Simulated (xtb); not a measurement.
C2H6F2Si2, SMILES C(=C(/[SiH2]F)[SiH3])/F. All values are semi-empirical tight-binding results from xtb (GFN2-xTB unless named), good for trends rather than for accurate numbers. Geometry: GFN2-xTB. The structure was generated by enumeration; whether it is a known compound was not checked. One conformer was computed; it need not be the lowest.

Computed properties:
```json
{
  "point_group_as_xtb_finds_it": "Cs",
  "orbital_gap": "4.17 eV",
  "dipole_moment": "1.23 D",
  "zero_point_energy": "41.8 kcal/mol",
  "G − E(el) at 298.15 K (modified RRHO)": "20.2 kcal/mol",
  "static polarisability (D4 model)": "84.3 bohr³",
  "solvation energy, GFN2-xTB/ALPB(water)": "0.3 kcal/mol",
  "solvation energy, GFN2-xTB/ALPB(ch2cl2)": "-2.6 kcal/mol"
}
```
